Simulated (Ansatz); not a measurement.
One change: `[SiH3]B[SiH2][SiH3]` becomes `[AlH2][O]B[SiH2][SiH3]`.

Ansatz, PBE0-D4/def2-TZVP geometries, multiplicity 1. Each molecule was computed in one conformer, which needn't be the lowest.

```
                                          property  `[SiH3]B[SiH2][SiH3]`
               HOMO–LUMO gap (PBE/def2-TZVPP) / eV                   2.96
size of the dipole moment (ωB97M-V/def2-TZVPP) / D                   0.47
           HOMO–LUMO gap (ωB97M-V/def2-TZVPP) / eV                   8.85
               HOMO energy (B3LYP/def2-TZVPP) / eV                  -7.56
  size of the dipole moment (B3LYP/def2-TZVPP) / D                   0.48
                 HOMO energy (PBE/def2-TZVPP) / eV                  -6.67
```

Problem. Give the same properties after the change, and the shifts. (Estimate.)

Solution. Computed: 
| property | `[AlH2][O]B[SiH2][SiH3]` | shift |
| --- | --- | --- |
| HOMO–LUMO gap (PBE/def2-TZVPP) / eV | 3.83 | 0.87 |
| size of the dipole moment (ωB97M-V/def2-TZVPP) / D | 1.69 | 1.22 |
| HOMO–LUMO gap (ωB97M-V/def2-TZVPP) / eV | 9.46 | 0.61 |
| HOMO energy (B3LYP/def2-TZVPP) / eV | -7.00 | 0.56 |
| size of the dipole moment (B3LYP/def2-TZVPP) / D | 1.62 | 1.14 |
| HOMO energy (PBE/def2-TZVPP) / eV | -6.05 | 0.62 |

With PBE0 the HOMO rises by 0.57 eV and the LUMO rises by 1.43 eV, so the gap widens by about 0.86 eV. PBE moves the HOMO by 0.62 eV and ωB97M-V by 0.51 eV. Dipoles are sizes alone; their direction can turn.

B3LYP here is the variant with VWN-RPA as its local correlation; programs differ in this.
